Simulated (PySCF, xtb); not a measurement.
MgI₂, SMILES [I][Mg][I].

GFN2-xTB run with xtb at its own geometry gives an orbital gap of 3.43 eV and a dipole moment of 0.34 D.

Geometry optimised at B3LYP-D3(BJ)/def2-TZVP. The def2 effective core potentials stand for the cores of I; spin–orbit coupling is left out.

**Question.** What does M06-2X/def2-TZVPD (PySCF) give? (Estimate from the structure and the level; the computed values follow.)

**Answer.** gap 7.31 eV (levels -8.90 and -1.59 eV), dipole 0.00 D.
